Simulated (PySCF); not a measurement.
PySCF job for C₃H₈BNO, SMILES CNB1COC1, KT2/pcSseg-1. The structure is a stationary point at PBE0-D3(BJ)/def2-SVP. This is a generated structure with no PubChem entry under its InChIKey; it may be hypothetical. One conformer was computed; it need not be the lowest.

```python
import numpy as np
from pyscf import gto, scf, dft
from pyscf.prop.nmr import rks as nmr

mol = gto.M(
    atom='''
    C    -0.29300729   -2.48282514   -0.00000000
    N     0.60501635   -1.35395966    0.00000000
    B     0.24389209   -0.01790974   -0.00000000
    C     0.97374043    1.39237578    0.00000000
    O    -0.31439038    2.03139113   -0.00000000
    C    -1.10048795    0.82781197   -0.00000000
    H    -1.33125061   -2.12397636   -0.00000000
    H    -0.15670616   -3.11856312   -0.89115244
    H    -0.15670616   -3.11856312    0.89115244
    H     1.58974115   -1.59659932    0.00000000
    H     1.57007372    1.66505732    0.89218501
    H     1.57007372    1.66505732   -0.89218501
    H    -1.75307433    0.75977442    0.89209247
    H    -1.75307433    0.75977442   -0.89209246
    ''',
    basis='pcSseg-1',
    charge=0,
    spin=0,
    max_memory=1600,
    verbose=3,
)
mf = dft.RKS(mol, xc='kt2')
mf.grids.level = 3
mf.conv_tol = 1e-10
mf.max_cycle = 100
mf.kernel()
n = nmr.NMR(mf)
n.verbose = 2
n.max_cycle_cphf = 60
sigma = n.kernel()
print('atom   isotropic/ppm   span/ppm')
for i, s in enumerate(sigma):
    w = np.linalg.eigvalsh((s + s.T) / 2)
    print(f'{mol.atom_symbol(i):2s}{i + 1:3d} {w.mean():14.3f} {w[2] - w[0]:11.3f}')
```

It prints:

```
converged SCF energy = -278.454762151209
atom   isotropic/ppm   span/ppm
C   1        149.985      56.044
N   2        152.463     144.634
B   3         55.086      79.498
C   4        111.086     103.866
O   5        329.096      58.779
C   6        112.133     101.629
H   7         28.451       6.748
H   8         28.372      10.805
H   9         28.372      10.805
H  10         27.590      11.220
H  11         26.830       8.014
H  12         26.830       8.014
H  13         26.659       8.058
H  14         26.659       8.058
```

The calculation finished and met its thresholds.

Cost: very roughly 40 core-seconds.
